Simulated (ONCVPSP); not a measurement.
# Varying the ONCV potential for Os (Z = 76)

Base potential:

osmium, optimised norm-conserving Vanderbilt (ONCV), made with ONCVPSP 4.0.1 (PBE, scalar-relativistic). Core [Xe], reference 4f14 5d6 6s1.5 (charge +0.5). Waves: 6s: rc 2.20 bohr, ncon 3, nbas 6, qcut 2.7 1/bohr, 1 projector; p scattering state at 0.08 Ha: rc 2.55 bohr, ncon 4, nbas 9, qcut 3 1/bohr, 2 projectors, debl 0.5 Ha; 5d: rc 2.50 bohr, ncon 3, nbas 8, qcut 5.7 1/bohr, 2 projectors, debl 3 Ha; 4f: rc 0.75 bohr, ncon 4, nbas 8, qcut 20.9 1/bohr, 2 projectors, debl 3.3 Ha. Local part: polynomial inside 0.70 bohr (lpopt 5, dvloc0 -1 Ha). Core correction: Teter function, fcfact 4.25, rcfact 1.05.

In the p channel the program set the typed energies aside and used 0.050, 0.550 Ha.

Cutoffs, loose and tight: the cutoffs (Ha) at which the residual kinetic energy of the hardest occupied pseudo-wave falls to 1 and 0.1 mHa per electron. They do not see the model core or the augmentation charge, which bear on the density cutoff. Test errors are all-electron minus pseudo excitation energies from the reference, over the configurations 4f14 5d6 6s2; 4f14 5d6 6s1; 4f14 5d6 6s0; 4f14 5d6 6s0 6p2. A dash means not determined; rows that change the core or the reference have their own tests. The largest error is taken over the tests solved by every variant that gives reliable tests at all: 4f14 5d6 6s0; 4f14 5d6 6s1; 4f14 5d6 6s2.

A true bound ghost makes a file unfit for plane-wave use even where its test errors are small: the radial tests pick states by their node count and pass the ghost by.

```csv
change,outcome,"cutoff, loose","cutoff, tight",bound ghosts,GHOST(+) flags above zero,largest test error (meV)
base,"generated, projector energies reset by the program",207 Ha,396 Ha,"s, p","p, d",+26
s: qcut 2.3; p: qcut 2.5; d: qcut 4.8; f: qcut 17.5,"generated, projector energies reset by the program",469 Ha,619 Ha,"s, p","p, d",+25
d: qcut 5.8; f: qcut 21.1,"generated, projector energies reset by the program",209 Ha,343 Ha,"s, p","p, d",+26
s: qcut 3; p: qcut 3.3; d: qcut 6.3; f: qcut 23.1,"failed: ERROR pspot: first pseudo wave function has node, program will stop",–,–,–,–,–
s: qcut 3.3; p: qcut 3.6; d: qcut 6.9; f: qcut 25.2,"failed: ERROR pspot: first pseudo wave function has node, program will stop",–,–,–,–,–
s: qcut 3.5; p: qcut 3.9; d: qcut 7.4; f: qcut 27.2,"failed: ERROR pspot: first pseudo wave function has node, program will stop",–,–,–,–,–
s: qcut 3.6; p: qcut 4; d: qcut 7.6; f: qcut 28,"failed: ERROR pspot: first pseudo wave function has node, program will stop",–,–,–,–,–
s: qcut 3.9; p: qcut 4.3; d: qcut 8.2; f: qcut 30.2,"failed: ERROR pspot: first pseudo wave function has node, program will stop",–,–,–,–,–
```

(1) What comes out with this change to the base: s: qcut 2; p: qcut 2.2; d: qcut 4.2; f: qcut 15.4?

(2) What comes out with this change to the base: s: qcut 1.7; p: qcut 1.9; d: qcut 3.6; f: qcut 13.4?

(3) What comes out with this change to the base: s: qcut 2.5; p: qcut 2.8; d: qcut 5.3; f: qcut 19.6?

## Answers

(1) outcome: generated, projector energies reset by the program; cutoff, loose: 513 Ha; cutoff, tight: 777 Ha; bound ghosts: s, p; GHOST(+) flags above zero: p, d; largest test error (meV): +16.

(2) outcome: generated, projector energies reset by the program; bound ghosts: s, p; GHOST(+) flags above zero: p, d, f; largest test error (meV): -11.

(3) outcome: generated, projector energies reset by the program; cutoff, loose: 238 Ha; cutoff, tight: 485 Ha; bound ghosts: s, p; GHOST(+) flags above zero: p, d; largest test error (meV): +26.
